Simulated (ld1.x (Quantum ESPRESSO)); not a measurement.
Pseudopotential generation for Rb (Z = 37): TM, PBE, scalar-relativistic.

The input file (ld1.x (Quantum ESPRESSO) 7.5):

```
&input
   title='Rb', zed=37., rel=1, dft='PBE', iswitch=3,
   config='[Kr] 4d-2 5s0.75 5p0.25',
   nld=3, rlderiv=4.00, eminld=-2.0, emaxld=5.0, deld=0.02
 /
 &inputp
   pseudotype=2, tm=.true., lloc=0,
   nlcc=.false.,
   file_pseudopw='Rb.UPF', file_wfcaegen='ae.wfc', file_wfcncgen='nc.wfc', file_beta='beta', file_chi='chi'
 /
3
5P  2  1   0.25   0.00  3.70  3.70  0.0
4D  3  2  -2.00  -0.15  3.00  3.00  0.0
5S  1  0   0.75   0.00  2.90  2.90  0.0
 &test
   configts(1)='5s0.75 5p0.25'
 /
```

Command:

```bash
ld1.x < Rb.in > Rb.out
```

Resulting log (shortened: banner, matrices, multipoles, cross overlaps and the repeated all-electron block are left out):

```
Program LD1 v.7.5
     --------------------------- All-electron run ----------------------------

     Rb
     scalar relativistic calculation

     atomic number is 37.00
     dft =PBE   lsd =0 sic =0 latt =0  beta=0.20 tr2=1.0E-14
     Exchange-correlation= PBE
                           (   1   4   3   4   0   0   0)
     mesh =1219 r(mesh) = 100.89517 a.u. xmin = -7.00 dx = 0.01250
     1 Ry =  13.60569312 eV, c = 137.03599908

     n l     nl                  e(Ry)          e(Ha)          e(eV)
     1 0     1S 1( 2.00)     -1104.9929      -552.4965    -15034.1949
     2 0     2S 1( 2.00)      -147.6304       -73.8152     -2008.6137
     2 1     2P 1( 6.00)      -130.8732       -65.4366     -1780.6205
     3 0     3S 1( 2.00)       -21.9303       -10.9652      -298.3774
     3 1     3P 1( 6.00)       -16.5557        -8.2779      -225.2520
     4 0     4S 1( 2.00)        -2.3715        -1.1858       -32.2665
     4 1     4P 1( 6.00)        -1.2003        -0.6001       -16.3305
     3 2     3D 1(10.00)        -7.6688        -3.8344      -104.3398
     5 0     5S 1( 0.75)        -0.1777        -0.0889        -2.4181
     5 1     5P 1( 0.25)        -0.0674        -0.0337        -0.9177

     final scf error:  2.8E-15 reached in  35 iterations

     Etot =   -5962.369891 Ry,   -2981.184945 Ha,  -81122.175020 eV

     Ekin =    6106.447219 Ry,    3053.223610 Ha,   83082.446938 eV
     Encl =  -14368.227506 Ry,   -7184.113753 Ha, -195489.694172 eV
     Eh   =    2500.720436 Ry,    1250.360218 Ha,   34024.034837 eV
     Exc  =    -201.310040 Ry,    -100.655020 Ha,   -2738.962623 eV

     normalization and overlap integrals

     s(1S/1S) =  1.000000  <r> =   0.0403  <r2> =    0.0022  r(max) =   0.0264
     s(2S/2S) =  1.000000  <r> =   0.1778  <r2> =    0.0373  r(max) =   0.1498
     s(2P/2P) =  1.000000  <r> =   0.1551  <r2> =    0.0294  r(max) =   0.1196
     s(3S/3S) =  1.000000  <r> =   0.5105  <r2> =    0.2994  r(max) =   0.4500
     s(3P/3P) =  1.000000  <r> =   0.5188  <r2> =    0.3145  r(max) =   0.4444
     s(4S/4S) =  1.000000  <r> =   1.4553  <r2> =    2.4161  r(max) =   1.2543
     s(4P/4P) =  1.000000  <r> =   1.7247  <r2> =    3.4561  r(max) =   1.4213
     s(3D/3D) =  1.000000  <r> =   0.5253  <r2> =    0.3382  r(max) =   0.3922
     s(5S/5S) =  1.000000  <r> =   5.2177  <r2> =   31.3452  r(max) =   4.3236
     s(5P/5P) =  1.000000  <r> =   7.5702  <r2> =   66.2826  r(max) =   6.2126

     ------------------------ End of All-electron run ------------------------

     --------------------- Generating NC pseudopotential ---------------------

      Generating local pot.: lloc=0, matching radius rcloc =   2.9000

      Wfc   5P  rcut= 3.721  Using Troullier-Martins method

      Wfc   4D  rcut= 2.972  Using Troullier-Martins method

     ------------------- End of pseudopotential generation -------------------

     Computing logarithmic derivative in   3.98625
     Computing logarithmic derivative in   3.98625
     Computing the partial wave expansion
       no projector for channel:   0
     R is outside the sphere for l=    1 j= 0.00
     R is outside the sphere for l=    2 j= 0.00

     ---------------------- Testing the pseudopotential ----------------------

     Rb
     scalar relativistic calculation

     atomic number is 37.00   valence charge is  1.00
     dft =PBE   lsd =0 sic =0 latt =0  beta=0.20 tr2=1.0E-14
     mesh =1219 r(mesh) = 100.89517 xmin = -7.00 dx = 0.01250

     n l     nl             e AE (Ry)        e PS (Ry)    De AE-PS (Ry)
     1 0     5S   1( 0.75)       -0.17773       -0.17773       -0.00000
     2 1     5P   1( 0.25)       -0.06745       -0.06745       -0.00000

     eps = 7.0E-15  iter = 13

     Etot =   -5962.369891 Ry,   -2981.184945 Ha,  -81122.175020 eV
     Etotps =    -0.262883 Ry,      -0.131442 Ha,      -3.576709 eV

     Ekin =       0.103224 Ry,       0.051612 Ha,       1.404436 eV
     Encl =      -0.371930 Ry,      -0.185965 Ha,      -5.060364 eV
     Ehrt =       0.156520 Ry,       0.078260 Ha,       2.129566 eV
     Ecxc =      -0.150641 Ry,      -0.075320 Ha,      -2.049569 eV
     Epseu=      -0.000057 Ry,      -0.000029 Ha,      -0.000778 eV

     ---------------------- End of pseudopotential test ----------------------
```

Note: ghost state, extra bound levels that the all-electron valence spectrum of the same l lacks: p at -3548.4 eV. A true bound ghost makes a file unfit for plane-wave use.

Generation and configuration tests took about 1.5 s on one core of a shared server CPU.
